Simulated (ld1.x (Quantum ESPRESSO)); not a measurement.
## Wu–Cohen TM dataset for C (Z = 6), scalar-relativistic all-electron reference.

carbon (C), norm-conserving Troullier–Martins (Kleinman–Bylander form), made with ld1.x (Quantum ESPRESSO) 7.5 (Wu–Cohen, scalar-relativistic). Core [He], reference 2s2 2p2. Waves: 2p (bound): rc 2.60 bohr; 2s (bound): rc 0.90 bohr. Local part: the s channel. Core correction: a·sin(br)/r model core, default radius (core density twice the valence density).

* Cutoffs needed: 40 Ry and 110 Ry (the cutoffs (Ry, on a coarse ladder) from which the occupation-weighted sum of valence levels, in a spherical-Bessel basis at the reference potential, stays within 10 and 1 mRy of its value at 400 Ry)
* Ghost test: no extra level below or beside the all-electron valence levels (p, s, d, f tested) (spherical-Bessel basis up to 400 Ry, 20 bohr box)
* Largest excitation error: +1328 meV (all-electron minus pseudo) for 2s1 2p0, out of 7 test configurations
